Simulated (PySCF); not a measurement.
Input for PySCF: R-B3LYP/3-21G on CH4OSi (SMILES CO[SiH]), a point of a torsion scan.

```python
from pyscf import gto, scf, dft, mp
from pyscf.data.elements import chemcore

mol = gto.M(
    atom='''
    C    -0.78946100   -0.18659274    0.05418797
    O    -0.01329964    0.83860644   -0.48929487
    Si    0.87276341    0.98902733   -1.83975418
    H    -0.52558547   -1.16189333   -0.36575258
    H    -1.84614357    0.01185347   -0.14496285
    H    -0.63010256   -0.20987780    1.13446797
    H     0.76151001   -0.38742072   -2.42436553
    ''',
    basis='3-21g',
    charge=0, spin=0, verbose=3, max_memory=1800)
mf = dft.RKS(mol, xc='b3lyp')
mf.conv_tol = 1e-8
mf.max_cycle = 100
mf.kernel()
if not mf.converged:
    mf = mf.newton().run(mf.mo_coeff, mf.mo_occ)
```

### Question
Predict the final total energy.

### Answer
-403.0459 hartree.
